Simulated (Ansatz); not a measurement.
Basis sets compared for MgBr2. Total charge 0; singlet. Geometry PBE-D4/def2-TZVP. Ansatz on 4 threads of Arm Neoverse V1 on a shared host; times are rough, and most runs start from earlier orbitals.

```xyz
3

Mg    0.002    0.006    0.006
Br    2.277   -0.507   -0.098
Br   -2.279    0.500    0.091
```

The structure comes from a short search, and lower isomers may exist.

Binding counts from free atoms (Mg singlet, Br doublet) in the same basis, without a counterpoise term.

| level | functions | energy (Eh) | HOMO (eV) | LUMO (eV) | binding per atom (eV) | wall time |
| --- | --- | --- | --- | --- | --- | --- |
| PBE-D4/def2-SVP | 82 | -5346.9494 | -7.06 | -2.50 | 2.39 | 0.66 s |
| PBE-D4/def2-TZVP | 128 | -5347.6456 | -7.20 | -2.62 | 2.37 | 1.1 s |
| r2SCAN-D4/def2-TZVP (with forces) | 128 | -5348.4925 | -7.53 | -2.17 | 2.49 | 2.9 s |
| PBE0-D4/def2-SVP | 82 | -5347.1506 | -8.37 | -1.83 | 2.38 | 0.96 s |
| PBE0-D4/def2-TZVP | 128 | -5347.8466 | -8.46 | -1.91 | 2.38 | 2.2 s |

Estimate the rows for PBE-D4/def2-TZVPD, r2SCAN-D4/def2-TZVPD, PBE0-D4/def2-TZVPD.


| level | functions | energy (Eh) | HOMO (eV) | LUMO (eV) | binding per atom (eV) | wall time |
| --- | --- | --- | --- | --- | --- | --- |
| PBE-D4/def2-TZVPD | 149 | -5347.6468 | -7.22 | -2.65 | 2.37 | 1.6 s |
| r2SCAN-D4/def2-TZVPD | 149 | -5348.4932 | -7.53 | -2.18 | 2.49 | 3.5 s |
| PBE0-D4/def2-TZVPD | 149 | -5347.8475 | -8.47 | -1.94 | 2.38 | 2.3 s |
